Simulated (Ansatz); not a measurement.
GeH₆NOSb, SMILES `[NH2][GeH]([OH])[SbH2]`. The species carries charge 0 and has multiplicity 1. Sb: def2 effective core potential. The structure was optimised at the PBE0-D4/def2-TZVP level. It is one conformer, not always the lowest.

```xyz
10

N     0.246    1.457   -0.862
Ge   -0.548   -0.129   -0.436
O    -2.050    0.394    0.373
Sb    0.708   -1.745    1.241
H     0.633    1.963   -0.077
H     0.947    1.387   -1.587
H    -0.853   -0.845   -1.773
H    -2.471   -0.315    0.863
H     1.332   -0.388    2.070
H     2.055   -1.779    0.190
```

**Question.** What is the dipole moment at ωB97M-V/def2-TZVPP? (An estimate is asked.)

**Answer.** The calculation gave: 1.91 D, with components (1.32, -1.36, 0.27) D in this frame, pointing from negative to positive charge.

**Question.** And with PBE, r2SCAN, B3LYP? (Estimate.)

**Answer.** Computed: PBE 1.60 D, r2SCAN 1.69 D, B3LYP 1.87 D.

**Question.** Give the Mulliken charges with ωB97M-V, B3LYP, PBE in def2-TZVPP. (Best estimate.)

**Answer.** Computed: 
```
atom  ωB97M-V  B3LYP    PBE
  N1    -0.34  -0.36  -0.35
 Ge2     0.46   0.48   0.41
  O3    -0.40  -0.41  -0.37
 Sb4     0.03   0.10   0.05
  H5     0.11   0.13   0.14
  H6     0.10   0.12   0.14
  H7    -0.01  -0.04  -0.04
  H8     0.16   0.16   0.17
  H9    -0.06  -0.10  -0.08
 H10    -0.06  -0.09  -0.07
```

B3LYP here is the variant with VWN-RPA as its local correlation; programs differ in this.
